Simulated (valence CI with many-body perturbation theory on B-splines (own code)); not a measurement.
Eu31+: electric-dipole lines

Method: configuration interaction combined with many-body perturbation theory (CI+MBPT): four valence electrons over a frozen Dirac-Fock core [Ar] 3d10, a basis of 11 s, 11 p, 9 d, 7 f, 5 g, 2 h, 1 i functions for each j, with the one-electron correlation potential Σ1 (screened to all orders), the two-electron term Σ2, the three-electron term Σ3, Breit, model QED; selected single and double excitations, second order for the rest (own B-spline code, finite nucleus).

No measured spectrum was set against this ion. As an estimate, large intervals hold to a few tenths of a per cent, small ones and those within an open d or f shell to about a per cent.

Lines 101 to 150 of 226 in falling wavelength, among levels below 2421200 cm⁻¹, chosen from the strongest by gf and those to the six lowest levels. Wavelengths and rates use the calculated energies. Electric multipoles are in the length gauge, E1 and E2 with the static RPA response of the core. Weak lines are less certain than strong ones. Lines between different terms over intervals too small for the method are left out, as are lines whose strength nearly cancels. Where a level lies close to another of its J and parity, the split of strength between their lines is uncertain. The highest levels of a list are the least certain.

Levels are named by their leading jj configuration (3d3/2^4 stands for four electrons in 3d with j = 3/2), which in mixed levels can hold well under half, so a name can repeat and another be missing. Letters in brackets count levels of one name in rising energy.

| λ vac (Å) | Upper | Lower | A (s⁻¹) | log gf | Branch % |
| --- | --- | --- | --- | --- | --- |
| 103.8 | (4s 4p1/2 4p3/2 4d3/2) J=3 [b] | (4s^2 4p1/2 4d3/2) J=2 | 4.74e+10 | -0.27 | 57.2 |
| 103.5 | (4s 4p1/2 4p3/2 4d5/2) J=2 [c] | (4s^2 4p1/2 4d3/2) J=1 | 1.02e+10 | -1.09 | 2.8 |
| 103.3 | (4s 4p1/2 4p3/2 4d3/2) J=2 [c] | (4s 4p1/2 4p3/2^2) J=2 [b] | 1.84e+10 | -0.83 | 3.3 |
| 103.3 | (4s 4p1/2 4p3/2 4d5/2) J=1 [b] | (4s^2 4p1/2 4d3/2) J=1 | 2.11e+10 | -0.99 | 5.8 |
| 102.6 | (4s 4p1/2 4p3/2^2) J=1 [b] | (4s^2 4p1/2 4p3/2) J=2 | 1.87e+11 | -0.05 | 57.2 |
| 102.6 | (4s 4p1/2 4p3/2 4d5/2) J=2 [d] | (4s^2 4p1/2 4d5/2) J=3 | 1.79e+11 | 0.15 | 49.1 |
| 102.2 | (4s 4p1/2 4p3/2^2) J=2 [b] | (4s^2 4p1/2 4p3/2) J=2 | 1.43e+11 | 0.05 | 81.7 |
| 102.1 | (4s 4p1/2 4p3/2 4d5/2) J=2 [e] | (4s^2 4p1/2 4d5/2) J=2 | 9.59e+10 | -0.13 | 15.8 |
| 101.7 | (4s^2 4p3/2 4d3/2) J=2 | (4s^2 4p3/2^2) J=2 | 8.89e+08 | -2.16 | 0.2 |
| 101.7 | (4s 4p3/2^3) J=1 | (4s^2 4p3/2^2) J=0 | 8.81e+09 | -1.39 | 1.9 |
| 101.7 | (4s 4p1/2 4p3/2 4d3/2) J=1 [c] | (4s^2 4p1/2 4d3/2) J=2 | 1.76e+11 | -0.09 | 54.5 |
| 101.3 | (4p1/2^2 4p3/2^2) J=2 | (4s 4p1/2^2 4p3/2) J=2 | 8.21e+10 | -0.20 | 64.3 |
| 101.2 | (4s 4p1/2 4p3/2 4d3/2) J=1 [d] | (4s 4p1/2 4p3/2^2) J=1 [a] | 1.70e+10 | -1.11 | 3.3 |
| 100.6 | (4s 4p1/2 4p3/2 4d3/2) J=3 [b] | (4s 4p1/2 4p3/2^2) J=3 | 5.42e+09 | -1.24 | 6.5 |
| 100.5 | (4p1/2 4p3/2^3) J=1 | (4s 4p1/2 4p3/2^2) J=2 [a] | 7.30e+10 | -0.48 | 52.0 |
| 100.4 | (4s 4p1/2 4p3/2 4d5/2) J=2 [e] | (4s^2 4p1/2 4d5/2) J=3 | 2.66e+10 | -0.70 | 4.4 |
| 100.2 | (4s 4p1/2 4p3/2 4d3/2) J=2 [b] | (4s 4p1/2 4p3/2^2) J=3 | 1.13e+10 | -1.07 | 2.0 |
| 100.1 | (4s 4p1/2 4p3/2 4d3/2) J=1 [e] | (4s^2 4p1/2 4d3/2) J=1 | 1.25e+11 | -0.25 | 18.7 |
| 99.91 | (4s 4p1/2 4p3/2^2) J=1 [b] | (4s^2 4p1/2 4p3/2) J=1 | 1.60e+10 | -1.14 | 4.9 |
| 99.85 | (4s^2 4p3/2 4d3/2) J=3 | (4s^2 4p3/2^2) J=2 | 1.25e+10 | -0.88 | 2.3 |
| 99.49 | (4s 4p1/2 4p3/2^2) J=2 [b] | (4s^2 4p1/2 4p3/2) J=1 | 2.53e+10 | -0.73 | 14.5 |
| 98.24 | (4s 4p1/2 4p3/2 4d5/2) J=2 [a] | (4s 4p1/2 4p3/2^2) J=2 [a] | 4.43e+10 | -0.49 | 37.2 |
| 98.15 | (4s 4p1/2 4p3/2 4d5/2) J=2 [b] | (4s 4p1/2 4p3/2^2) J=3 | 9.20e+10 | -0.18 | 37.0 |
| 98.08 | (4s 4p1/2 4p3/2 4d5/2) J=3 [e] | (4s 4p1/2 4p3/2^2) J=2 [b] | 6.98e+10 | -0.15 | 20.3 |
| 97.66 | (4s 4p1/2 4p3/2 4d5/2) J=3 [b] | (4s 4p1/2 4p3/2^2) J=3 | 7.79e+10 | -0.11 | 43.1 |
| 97.40 | (4s 4p1/2 4p3/2 4d5/2) J=3 [a] | (4s 4p1/2 4p3/2^2) J=2 [a] | 4.39e+10 | -0.36 | 11.2 |
| 97.39 | (4s 4p1/2 4p3/2 4d5/2) J=2 [c] | (4s 4p1/2 4p3/2^2) J=2 [b] | 8.69e+10 | -0.21 | 23.9 |
| 97.29 | (4s 4p1/2 4p3/2 4d3/2) J=0 [b] | (4s 4p1/2 4p3/2^2) J=1 [a] | 1.14e+11 | -0.79 | 22.0 |
| 97.20 | (4s 4p1/2 4p3/2 4d5/2) J=1 [b] | (4s 4p1/2 4p3/2^2) J=2 [b] | 2.91e+10 | -0.91 | 8.0 |
| 96.88 | (4s 4p1/2^2 4d5/2) J=2 | (4s 4p1/2^2 4p3/2) J=1 | 1.66e+11 | 0.07 | 84.4 |
| 96.80 | (4s 4p1/2 4p3/2 4d5/2) J=1 [b] | (4s 4p1/2 4p3/2^2) J=1 [b] | 2.72e+10 | -0.94 | 7.5 |
| 96.67 | (4s 4p1/2^2 4d5/2) J=3 | (4s 4p1/2^2 4p3/2) J=2 | 8.78e+10 | -0.06 | 89.3 |
| 96.58 | (4s 4p1/2 4p3/2 4d5/2) J=2 [d] | (4s 4p1/2 4p3/2^2) J=2 [b] | 1.06e+11 | -0.13 | 29.1 |
| 96.42 | (4s 4p1/2 4p3/2 4d3/2) J=1 [d] | (4s^2 4p1/2 4d3/2) J=2 | 6.30e+10 | -0.58 | 12.1 |
| 96.41 | (4s 4p1/2 4p3/2 4d5/2) J=0 | (4s 4p1/2 4p3/2^2) J=1 [b] | 2.60e+11 | -0.44 | 61.6 |
| 96.24 | (4s^2 4p1/2 4d3/2) J=1 | (4s^2 4p1/2 4p3/2) J=2 | 4.06e+10 | -0.77 | 6.4 |
| 96.23 | (4s^2 4p1/2 4d5/2) J=3 | (4s^2 4p1/2 4p3/2) J=2 | 1.32e+11 | 0.11 | 98.9 |
| 96.18 | (4s 4p1/2 4p3/2 4d5/2) J=2 [d] | (4s 4p1/2 4p3/2^2) J=1 [b] | 2.46e+10 | -0.77 | 6.7 |
| 95.90 | (4s 4p3/2^3) J=1 | (4s^2 4p3/2^2) J=2 | 2.81e+11 | 0.06 | 62.0 |
| 94.80 | (4s 4p1/2 4p3/2 4d3/2) J=1 [b] | (4s 4p1/2 4p3/2^2) J=2 [a] | 1.65e+10 | -1.18 | 3.0 |
| 94.69 | (4s^2 4p1/2 4d5/2) J=2 | (4s^2 4p1/2 4p3/2) J=2 | 1.11e+11 | -0.13 | 32.5 |
| 94.60 | (4s 4p1/2 4p3/2 4d5/2) J=2 [e] | (4s 4p1/2 4p3/2^2) J=2 [b] | 6.12e+10 | -0.39 | 10.1 |
| 94.47 | (4s 4p1/2 4p3/2 4d5/2) J=1 [a] | (4s 4p1/2 4p3/2^2) J=0 | 1.42e+11 | -0.24 | 60.0 |
| 94.34 | (4s 4p1/2 4p3/2 4d3/2) J=1 [e] | (4s 4p1/2 4p3/2^2) J=2 [b] | 9.65e+10 | -0.41 | 14.5 |
| 94.27 | (4s^2 4p1/2 4f5/2) J=3 | (4s^2 4p1/2 4d5/2) J=3 | 1.66e+10 | -0.81 | 4.4 |
| 94.22 | (4s 4p1/2 4p3/2 4d5/2) J=2 [e] | (4s 4p1/2 4p3/2^2) J=1 [b] | 1.49e+11 | 0.00 | 24.6 |
| 93.96 | (4s 4p1/2 4p3/2 4d3/2) J=1 [e] | (4s 4p1/2 4p3/2^2) J=1 [b] | 1.38e+11 | -0.26 | 20.7 |
| 93.84 | (4s^2 4p1/2 4d3/2) J=1 | (4s^2 4p1/2 4p3/2) J=1 | 1.13e+11 | -0.35 | 18.0 |
| 93.68 | (4s 4p1/2 4p3/2 4d5/2) J=4 [b] | (4s 4p1/2 4p3/2^2) J=3 | 1.49e+11 | 0.25 | 91.4 |
| 93.38 | (4s 4p1/2 4p3/2 4d5/2) J=2 [c] | (4s 4p1/2 4p3/2^2) J=1 [a] | 2.18e+11 | 0.15 | 60.1 |

Task: How does gf follow from A for the line at 100.1 Å?

Result: gf = 1.4992 × (2J+1)_upper × A / σ², with σ = 999466 cm⁻¹ and 2J+1 = 3: gf = 0.562.
